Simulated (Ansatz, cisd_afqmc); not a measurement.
System: SiNH$_{4}$F, charge 0, singlet. SiNH4F (SMILES N[SiH2]F).
B3LYP-D3(BJ)/def2-TZVP minimum from Ansatz (a quantum-chemistry and plane-wave program):
```
Si
F 1 1.6111
N 1 1.6998 2 114.52
H 3 1.0072 1 122.12 2 -77.84
H 3 1.0072 4 111.77 1 -157.95
H 1 1.4740 2 105.80 3 -119.28
H 1 1.4740 6 114.12 2 115.90
```

Total energies in cc-pV(D+d)Z, 20 correlated electrons, 7 frozen orbitals. Radicals and triplets start from unrestricted determinants; spin-orbit coupling is neglected. Correlated methods leave the cores frozen. No relativity. AFQMC/CISD: phaseless, guided by CISD from CCSD amplitudes; bars are statistical, one sigma. Outlying blocks are dropped, and bars are widened where a walk drifts. Over all cases where full CI ran beside it in this data, AFQMC minus full CI had a median of +0.1 mEh and passed +0.4 mEh in a tenth of the cases.

| method | program | energy (Eh) | minus CCSDT(Q) (mEh) |
|---|---|---|---|
| HF | Ansatz | -445.25124 | 500.44 |
| MP2 | Ansatz | -445.71214 | 39.53 |
| CCSD | Ansatz | -445.74066 | 11.01 |
| CCSD(T) | Ansatz | -445.75003 | 1.65 |
| CCSDT(Q) | Ansatz | -445.75168 | 0.00 |
| AFQMC/CISD | cisd_afqmc | -445.7515 ± 0.0004 | 0.2 ± 0.4 |

Rough core times of Ansatz's runs on a shared machine: CCSD(T) under 20 s, CCSDT(Q) 2 min.
